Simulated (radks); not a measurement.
Values are calculated unless marked as measured or tabulated.
Question: Fe+, 25 electrons, occupied as [Ar] 3d6 4s1. Code: a radial shooting solver on a logarithmic mesh with Libxc functionals. Model: scalar-relativistic Kohn-Sham, PBE, spin-polarised, spherical densities, finite nucleus; open shells are filled with parallel spins first; Fermi nuclear charge, rms radius 3.7377 fm. Some entries of the table are withheld. Estimate them.

orbital,occ.,eigenvalue (hartree),r(max) (bohr),<r^2> (bohr^2)
1s up,1,-257.4938,0.03827,0.004596
1s down,1,-257.4927,0.03827,0.004596
2s up,1,-30.43971,0.2224,0.08425
2s down,1,-30.37073,0.2223,0.08398
2p up,3,-25.97574,0.1799,0.06830
2p down,3,-25.92324,0.1797,0.06802
3s up,1,-3.82242,0.7006,(1)
3s down,1,-3.66174,0.7015,(2)
3p up,3,-2.57382,0.7131,0.8666
3p down,3,-2.41533,0.7145,0.8750
3d up,5,(3),0.7097,1.583
3d down,1,(4),0.7174,1.760
4s up,1,-0.48030,2.251,8.072
4s down,0,-0.39868,2.319,8.736

Answer: 
(1) 3s up <r^2> (bohr^2): 0.7584
(2) 3s down <r^2> (bohr^2): 0.7625
(3) 3d up eigenvalue (hartree): -0.63799
(4) 3d down eigenvalue (hartree): -0.48870
